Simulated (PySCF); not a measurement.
Computed with PySCF with PBE-D3(BJ)/def2-TZVP // B3LYP-D3(BJ)/def2-TZVP. All species are isolated molecules in the gas phase. One relaxed conformer stands for a flexible species; it need not be the lowest. Excitations are Tamm–Dancoff values on a coarser integration grid. The basis has no diffuse functions, so Rydberg states are missing or too high.

Reference species (SMILES): `SC(O)=C` (S–C–O–H torsion 180°, O–C–S–H torsion -180°) (neutral, multiplicity 1).

```
Quantity               Result
-------------------  --------
T1 excitation (TDA)   4.14 eV
S1 excitation (TDA)   4.58 eV
LUMO                 -0.78 eV
```

Changed species: `CC(=O)S` (O–C–S–H torsion 180°).

Question: Predict the effect on the T1 excitation (TDA), S1 excitation (TDA) and LUMO.

Answer: the T1 excitation (TDA) rises by 0.05 eV, to 4.19 eV; the S1 excitation (TDA) goes up by 0.17 eV, to 4.75 eV; the LUMO falls by 1.00 eV, to -1.78 eV.
